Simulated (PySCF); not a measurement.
# Worked example: oscillator strength and radiative lifetime

SbCl2, SMILES [Cl][Sb+][Cl] (connectivity only; charge and spin as stated), charge +1, multiplicity 1.

Geometry optimised at PBE0-D3(BJ)/def2-TZVP. The spin state was assumed, not searched. The isomer is the one that the SMILES or the coordinates give; other isomers of the formula were not compared. The def2 effective core potentials stand for the cores of Sb; spin–orbit coupling is left out.

PySCF 2.14.0 with TDDFT-PBE0/def2-SVPD puts the first singlet state with f over 0.02 at 4.27 eV (vertical), with the transition dipole (0.000, 0.644, 0.000) in atomic units.

### Question
Find the oscillator strength, the wavelength and the radiative lifetime that this transition would have in vacuum if emission retraced absorption.

### Answer

|μ|² = 0.4147 au, so |μ| = 1.64 D. ΔE = 4.27/27.211 = 0.1569 hartree. f = (2/3) ΔE |μ|² = 0.043 (the program prints 0.043).
λ = 1239.84/4.27 = 290 nm; ν = 34440 cm⁻¹.
Einstein's coefficient A = 0.6670 ν² f s⁻¹ (ν in cm⁻¹) = 3.4e7 s⁻¹, so τ = 1/A = 29 ns. This state is S3; the lower singlets have f = 0.000, 0.006. The figure is the radiative limit of this one transition; relaxation, internal conversion, crossing to triplets and a medium change what is measured.
